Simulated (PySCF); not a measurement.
# Working out the ionisation energy of Te

Te [Kr] 4d10 5s2 5p4 (3P) → Te⁺ [Kr] 4d10 5s2 5p3 (4S). Computed with PySCF 2.14 in def2-TZVPPD with the def2 core potential (28 electrons), with scalar relativity through the core potential. Frozen: nothing. Energies in hartree (1 hartree = 27.21139 eV):

```
             part   Te (lower)  Te⁺ (upper)
              UHF  -267.005646  -266.721772
MP2 opposite-spin    -0.316780    -0.297098
    MP2 same-spin    -0.179624    -0.175220
```

Q: What does Hartree-Fock give?

A: (-266.721772) − (-267.005646) = 0.283874 hartree = 7.725 eV.

Q: What do MP2 and SCS-MP2 (6/5 opposite-spin, 1/3 same-spin) give?

A: The opposite-spin parts differ by 0.536 eV and the same-spin parts by 0.120 eV. MP2: 7.725 + (0.536) + (0.120) = 8.381 eV. SCS-MP2: 7.725 + 1.2 × (0.536) + (0.120)/3 = 8.408 eV.

Measured between the centres of the two terms (NIST): 8.749 eV, so MP2 (valence and next inner shell) is off by -0.368 eV.

What remains against the reference includes basis incompleteness and correlation beyond second order.
